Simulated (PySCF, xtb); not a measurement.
Al(Me)(OH)(SH) (CH5AlOS), SMILES [CH3][Al]([OH])[SH].

GFN2-xTB (xtb) at its own geometry gives an orbital gap of 3.90 eV and a dipole moment of 3.36 D.

Coordinates come from a PBE0-D3(BJ)/def2-SVP optimisation. One conformer was computed; it need not be the lowest.

Question: What does B3LYP/def2-TZVP (PySCF) give? (Estimate from the structure and the level; the computed values follow.)

Answer: gap 6.75 eV (levels -7.20 and -0.45 eV), dipole 2.34 D.
